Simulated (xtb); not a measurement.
H3OSi (SMILES [OH+]=[SiH2]), charge +1, singlet, geometry from GFN2-xTB; GFN1-xTB (xtb).

Here is a job for xtb.
```
$ xtb mol.xyz --gfn 1 --chrg 1 --hess --json

# file mol.xyz
5

O      0.96806077    -0.29274694    -0.01801030
Si    -0.52671752     0.13783196     0.00849571
H      1.90715119    -0.08140312    -0.00537859
H     -0.91460201     1.53346203     0.09340103
H     -1.36299003    -1.03973089    -0.06287995
```

**Question.** What does xtb print? Leave out banner, timings and long lists.

**Answer.** 
```
   ID    Z sym.   atoms
    1    8 O      1
    2   14 Si     2
    3    1 H      3-5

           -------------------------------------------------
          |                Calculation Setup                |
           -------------------------------------------------

           -------------------------------------------------
          |                 G F N 1 - x T B                 |
           -------------------------------------------------

          ...................................................
          :                      SETUP                      :
          :.................................................:
          :  # basis functions                  20          :
          :  # atomic orbitals                  19          :
          :  # shells                           11          :
          :  # electrons                        12          :
          :  # halogen bonds                     0          :
          :  max. iterations                   250          :
          :  Hamiltonian                  GFN1-xTB          :
          :  restarted?                      false          :
          :  GBSA solvation                  false          :
          :  PC potential                    false          :
          :  electronic temp.          300.0000000     K    :
          :  accuracy                    1.0000000          :
          :  -> integral cutoff          0.2500000E+02      :
          :  -> integral neglect         0.1000000E-07      :
          :  -> SCF convergence          0.1000000E-05 Eh   :
          :  -> wf. convergence          0.2000000E-04 e    :
          :  Broyden damping             0.4000000          :
          :  net charge                          1          :
          :  unpaired electrons                  0          :
          ...................................................

 iter      E             dE          RMSdq      gap      omega  full diag
   1     -7.7946888 -0.779469E+01  0.651E+00    5.84       0.0  T
   2     -7.8229272 -0.282384E-01  0.327E+00    5.40       1.0  T
   3     -7.8211613  0.176585E-02  0.129E+00    5.67       1.0  T
   4     -7.8268391 -0.567778E-02  0.281E-01    5.40       1.0  T
   5     -7.8269196 -0.804766E-04  0.126E-01    5.52       1.0  T
   6     -7.8270089 -0.893309E-04  0.713E-02    5.46       1.0  T
   7     -7.8270466 -0.376944E-04  0.204E-02    5.47       2.2  T
   8     -7.8270499 -0.324784E-05  0.313E-03    5.48      14.3  T
   9     -7.8270500 -0.874949E-07  0.143E-04    5.48     313.8  T
  10     -7.8270500 -0.157210E-09  0.192E-05    5.48    2328.6  T

   *** convergence criteria satisfied after 10 iterations ***

         :::::::::::::::::::::::::::::::::::::::::::::::::::::
         ::                     SUMMARY                     ::
         :::::::::::::::::::::::::::::::::::::::::::::::::::::
         :: total energy              -7.761603980902 Eh    ::
         :: gradient norm              0.027125942853 Eh/a0 ::
         :: HOMO-LUMO gap              5.481164790102 eV    ::
         ::.................................................::
         :: SCC energy                -7.827049965305 Eh    ::
         :: -> electrostatic           0.122762777937 Eh    ::
         :: repulsion energy           0.066280259622 Eh    ::
         :: dispersion energy         -0.000834275219 Eh    ::
         :: halogen bond corr.         0.000000000000 Eh    ::
         :: add. restraining           0.000000000000 Eh    ::
         :: total charge               1.000000000000 e     ::
         :::::::::::::::::::::::::::::::::::::::::::::::::::::

           -------------------------------------------------
          |                Numerical Hessian                |
           -------------------------------------------------
step length          :   0.00500
SCC accuracy         :   0.30000
Hessian scale factor :   1.00000
frozen atoms in %    :   0.00000    0
[...]
 IR intensities (km·mol⁻¹)
   1: 19.70   2:  8.90   3: 19.95   4: 18.03   5: 13.24   6:  7.64   7:247.41   8:211.14
   9:165.65  10:236.64  11: 41.06  12:185.86  13: 47.63  14:166.35  15:279.42
 Raman intensities (Ä⁴*amu⁻¹)
   1:  0.00   2:  0.00   3:  0.00   4:  0.00   5:  0.00   6:  0.00   7:  0.00   8:  0.00
   9:  0.00  10:  0.00  11:  0.00  12:  0.00  13:  0.00  14:  0.00  15:  0.00
 output can be read by thermo (or use thermo option).
 writing <g98.out> molden fake output.
 recommended (thermochemical) frequency scaling factor: 1.0
           -------------------------------------------------
          |             Thermodynamic Functions             |
           -------------------------------------------------

cs  symmetry found (for desy threshold:  0.10E+00) used in thermo

          ...................................................
          :                      SETUP                      :
          :.................................................:
          :  # frequencies                           9      :
          :  # imaginary freq.                       0      :
          :  linear?                             false      :
          :  only rotor calc.                    false      :
          :  symmetry                               cs      :
          :  rotational number                       1      :
          :  scaling factor                  1.0000000      :
          :  rotor cutoff                   50.0000000 cm⁻¹ :
          :  imag. cutoff                  -20.0000000 cm⁻¹ :
          :.................................................:

    mode    ω/cm⁻¹     T·S(HO)/kcal·mol⁻¹    T·S(FR)/kcal·mol⁻¹   T·S(vib)
   ------------------------------------------------------------------------
   ------------------------------------------------------------------------

   temp. (K)  partition function   enthalpy   heat capacity  entropy
                                   cal/mol     cal/K/mol   cal/K/mol   J/K/mol
 298.15  VIB   1.38                  537.945      5.440      2.442
         ROT  0.475E+04              888.752      2.981     19.805
         INT  0.655E+04             1426.697      8.421     22.247
         TR   0.313E+27             1481.254      4.968     37.457
         TOT                        2907.9508    13.3888    59.7046   249.8040

       T/K    H(0)-H(T)+PV         H(T)/Eh          T*S/Eh         G(T)/Eh
   ------------------------------------------------------------------------
    298.15    0.463411E-02    0.323059E-01    0.283676E-01    0.393836E-02
   ------------------------------------------------------------------------

         :::::::::::::::::::::::::::::::::::::::::::::::::::::
         ::                  THERMODYNAMIC                  ::
         :::::::::::::::::::::::::::::::::::::::::::::::::::::
         :: total free energy          -7.757665622483 Eh   ::
         ::.................................................::
         :: total energy               -7.761603980903 Eh   ::
         :: zero point energy           0.027671818649 Eh   ::
         :: G(RRHO) w/o ZPVE           -0.023733460229 Eh   ::
         :: G(RRHO) contrib.            0.003938358420 Eh   ::
         :::::::::::::::::::::::::::::::::::::::::::::::::::::

           -------------------------------------------------
          | TOTAL ENERGY               -7.761603980903 Eh   |
          | TOTAL ENTHALPY             -7.729298047685 Eh   |
          | TOTAL FREE ENERGY          -7.757665622483 Eh   |
          | GRADIENT NORM               0.027126087297 Eh/α |
          | HOMO-LUMO GAP               5.481168423574 eV   |
           -------------------------------------------------
########################################################################
[WARNING] Runtime exception occurred
-1- hessian_numhess: Hessian on incompletely optimized geometry!
########################################################################

normal termination of xtb
```
